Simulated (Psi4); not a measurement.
Br (SMILES [Br-]), charge -1, singlet (a gas-phase anion, which may not be bound at this level); Psi4 with R2SCAN/6-311G**.

The Psi4 input:
```
memory 2 GB

molecule {
-1 1
  Br    0.00000000    0.00000000    0.00000000
}

set basis 6-311g**
set dft_basis_tolerance 1e-8

energy('r2scan')
print_variables()
```

The log (banner, timings and long lists left out):

```
   => Loading Basis Set <=

    Name: 6-311G**
    Role: ORBITAL
    Keyword: BASIS

         ---------------------------------------------------------
                                   SCF
               by Justin Turney, Rob Parrish, Andy Simmonett
                          and Daniel G. A. Smith
                              RKS Reference
         ---------------------------------------------------------

  ==> Geometry <==

    Molecular point group: d2h
    Geometry (in Angstrom), charge = -1, multiplicity = 1:

       Center              X                  Y                   Z               Mass
    ------------   -----------------  -----------------  -----------------  -----------------
         BR           0.000000000000     0.000000000000     0.000000000000    78.918337600000

  Running in d2h symmetry.

  Rotational constants: A = ************  B = ************  C = ************ [cm^-1]
  Rotational constants: A = ************  B = ************  C = ************ [MHz]
  Nuclear repulsion =    0.000000000000000

  Charge       = -1
  Multiplicity = 1
  Electrons    = 36
  Nalpha       = 18
  Nbeta        = 18

  ==> Algorithm <==

  SCF Algorithm Type is DF.
  DIIS enabled.
  MOM disabled.
  Fractional occupation disabled.
  Guess Type is CORE.
  Energy threshold   = 1.00e-06
  Density threshold  = 1.00e-06
  Integral threshold = 1.00e-12

  ==> Primary Basis <==

  Basis Set: 6-311G**
    Blend: 6-311G**
    Number of shells: 18
    Number of basis functions: 44
    Number of Cartesian functions: 47
    Spherical Harmonics?: true
    Max angular momentum: 2

  ==> DFT Potential <==

   => LibXC <=

    Version 7.1.2
    S. Lehtola, C. Steigemann, M. J. T. Oliveira, and M. A. L. Marques,  SoftwareX 7, 1–5 (2018) (10.1016/j.softx.2017.11.002)

   => Composite Functional: R2SCAN <=

    r2SCAN Meta-GGA XC Functional  (0.1021/acs.jpclett.0c02405)
    J. W. Furness, A. D. Kaplan, J. Ning, J. P. Perdew, J. Sun  J. Phys. Chem. Lett.  11, 8208–8215, 2020

    Deriv               =              1
    GGA                 =           TRUE
    Meta                =           TRUE

    Exchange Hybrid     =          FALSE
    MP2 Hybrid          =          FALSE

   => Exchange Functionals <=

    1.0000   XC_MGGA_X_R2SCAN

   => Correlation Functionals <=

    1.0000   XC_MGGA_C_R2SCAN

   => LibXC Density Thresholds  <==

    XC_MGGA_C_R2SCAN:  1.00E-15
    XC_MGGA_X_R2SCAN:  1.00E-11

   => Molecular Quadrature <=

[...]
   @DF-RKS iter   7: -2574.18063501279585   -6.68174e-04   8.36543e-04 ADIIS/DIIS
   @DF-RKS iter   8: -2574.18076749728607   -1.32484e-04   7.26938e-05 DIIS
   @DF-RKS iter   9: -2574.18076853870571   -1.04142e-06   8.97236e-07 DIIS
   @DF-RKS iter  10: -2574.18076853891580   -2.10093e-10   1.93794e-08 DIIS
  Energy and wave function converged.

  ==> Post-Iterations <==

   Electrons on quadrature grid:
      Ntotal   =   36.0000004564 ; deviation = 4.564e-07

    Orbital Energies [Eh]
    ---------------------

    Doubly Occupied:

[...]
    Virtual:

[...]
    Final Occupation by Irrep:
             Ag   B1g   B2g   B3g    Au   B1u   B2u   B3u
    DOCC [     6,    1,    1,    1,    0,    3,    3,    3 ]
    NA   [     6,    1,    1,    1,    0,    3,    3,    3 ]
    NB   [     6,    1,    1,    1,    0,    3,    3,    3 ]

  @DF-RKS Final Energy: -2574.18076853891580

   => Energetics <=

    Nuclear Repulsion Energy =              0.0000000000000000
    One-Electron Energy =               -3593.9794290823224401
    Two-Electron Energy =                1111.3535571179952512
    DFT Exchange-Correlation Energy =     -91.5548965745882555
    Empirical Dispersion Energy =           0.0000000000000000
    VV10 Nonlocal Energy =                  0.0000000000000000
    Total Energy =                      -2574.1807685389157996

Computation Completed

Properties will be evaluated at   0.000000,   0.000000,   0.000000 [a0]

Properties computed using the SCF density matrix

 Multipole Moments:

 ------------------------------------------------------------------------------------
     Multipole            Electronic (a.u.)      Nuclear  (a.u.)        Total (a.u.)
 ------------------------------------------------------------------------------------

 L = 1.  Multiply by 2.5417464519 to convert [e a0] to [Debye]
 Dipole X            :          0.0000000            0.0000000            0.0000000
 Dipole Y            :          0.0000000            0.0000000            0.0000000
 Dipole Z            :          0.0000000            0.0000000            0.0000000
 Magnitude           :                                                    0.0000000

 ------------------------------------------------------------------------------------

  Variable Map:
  ----------------------------------------------------------------------------
[...]
  Array Variable Map:
  ----------------------------------------------------------------------------
[...]
[...]
```
